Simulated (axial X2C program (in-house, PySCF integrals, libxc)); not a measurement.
KSe: from the spin-free to the two-component result

All values were computed with an axial X2C code built on PySCF integrals. Spin-free means the one-electron spin-free X2C Hamiltonian; two-component (2c) means X2C with spin–orbit coupling and atomic mean-field two-electron Coulomb and Gaunt terms, so the difference of the two also holds small scalar two-electron terms. Basis: Se dyall-cv3z [8s9p6d4f1g], K dyall-cv3z [11s12p6d3f] (cores contracted in-house); Gaussian nuclei, density fitting, unrestricted open shells. Masses: Se 79.917 u, K 38.964 u.

Spin-free state: M_S = 1/2, Λ = 1 (beyond evenly filled blocks: π+α, π+β, π-α); fragments Se + K.

```tsv
level	Re (Å)	ωe (cm⁻¹)	De (eV)	μ (D)
PBE0	2.938	196.7	2.433	10.14
HF	3.023	189.8	1.400	11.39
MP2	2.948	200.0	2.288	n/a
CCSD	2.963	198.1	2.269	n/a
CCSD(T)	2.959	198.5	2.293	n/a
BP86	2.948	190.5	2.517	9.84
```

Correlated methods: 15 electrons correlated (number of frozen shells: Se 3 s, 2 p, 1 d; K 2 s, 1 p), 253 virtual spin orbitals or spinors in MP2, 90 natural virtuals in coupled cluster.

Dipoles are positive if K is the positive end.

Problem. Within this multiplet, which Ω should lie lowest by the rule for regular and inverted multiplets?

Solution. The open π shell holds three electrons, one hole, so the multiplet is inverted: Ω = Λ + 1/2 = 3/2. The PBE0 2c search agrees.

Two-component determinant lowest at the distance of the search:

Ω = 3/2 (⟨Sz⟩ = 0.50, ⟨Lz⟩ = 1.00 at HF); fragments Se + K.

| level | Re (Å) | ωe (cm⁻¹) | De (eV) | μ (D) |
| --- | --- | --- | --- | --- |
| PBE0 | 2.939 | 196.2 | 2.471 | 10.13 |
| HF | 3.024 | 189.4 | n/a | 11.39 |
| MP2 | 2.949 | 199.7 | 2.256 | n/a |
| CCSD | 2.964 | 197.7 | 2.244 | n/a |
| CCSD(T) | 2.960 | 198.2 | 2.262 | n/a |
| BP86 | 2.950 | 190.0 | 2.549 | 9.82 |

Problem. From the two tables, how do the constants change at the CCSD(T) level (2c against spin-free)?

Solution. At the CCSD(T) level Re goes up by 0.001 Å and ωe drops by 0.3 cm⁻¹; De changes by -0.031 eV.

Occupations by symmetry block were frozen at the best pattern of an incomplete PBE0 search. De is counted from the lowest determinant-based energies of the atoms at the same level, without counterpoise correction. De is not given where an atomic determinant may have missed its ground term or J level, or where the truncated virtual space spoils (T). Density functionals use the spin component along the axis (collinear). CCSD and (T) use frozen natural virtuals with an MP2 correction for the truncation; (T) itself is uncorrected, so its De runs slightly low. Other states lie close and PBE0, whose exact exchange favours high spin, may order them wrongly; the determinant shown need not be the ground state. The nearest other spin-free determinant of the search, M_S = 1/2, Λ = 0, lies 0.31 eV up at the distance of the search. The functionals have no current-density term, which raises determinants with orbital currents, atoms included.
